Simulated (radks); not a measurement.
The numbers below are computed, except where a source is named.
Yb14+, configuration [Kr] 4d10 4f10.

Level of theory: scalar-relativistic Kohn-Sham, LB94 model potential, spin-polarised, spherical densities, finite nucleus; open shells are filled with parallel spins first (spin-orbit coupling, left out, can overturn this in heavy ions); Fermi nuclear charge, rms radius 5.3108 fm (a radial shooting solver on a logarithmic mesh with Libxc functionals).

Energy parts (Ry):
part                   energy
kinetic            30565.7297
electron-nucleus  -67711.8560
Hartree             9725.9113
(The LB94 potential has no energy functional, so no total or exchange-correlation energy is given.)

Orbitals (lengths in bohr, moments of r in powers of bohr; <r^-3> diverges for s and p1/2):
orbital  occ.  eigenvalue (Ry)  <1/r>  <r^-3>
1s down     1        -4539.504  80.70       -
1s up       1        -4539.504  80.70       -
2s down     1        -789.3933  18.82       -
2s up       1        -789.3876  18.82       -
2p down     3        -699.0164  17.30   16090
2p up       3        -699.0120  17.30   16090
3s up       1        -196.1548  6.947       -
3s down     1        -196.1528  6.949       -
3p up       3        -168.8678  6.476    3504
3p down     3        -168.8610  6.479    3507
3d up       5        -135.5439  6.140   461.7
3d down     5        -135.5421  6.142   462.0
4s up       1        -56.42287  2.953       -
4s down     1        -56.16095  2.951       -
4p up       3        -47.41912  2.705   809.2
4p down     3        -47.16627  2.702   807.2
4d up       5        -35.52279  2.422   92.14
4d down     5        -35.28145  2.419   91.85
4f up       7        -22.19612  2.037   16.73
4f down     3        -21.97909  2.034   16.71

The highest occupied level is 4f down at -299.04 eV. The electron density at the nucleus is 1.085e+06 e/bohr^3 (large components only). Summed over all electrons, <r^2> = 10.96 bohr^2, which gives a Langevin (diamagnetic) susceptibility term of -8.68 x 10^-6 cm^3/mol. Spin moment in Bohr magnetons: 4. For comparison, the ionisation energy in NIST's Atomic Spectra Database is 324 eV (theoretical). In exact Kohn-Sham theory the highest level is minus the ionisation energy, but local and semilocal functionals leave it too shallow, through self-interaction and a potential that decays too fast; potentials with the right tail come closer.
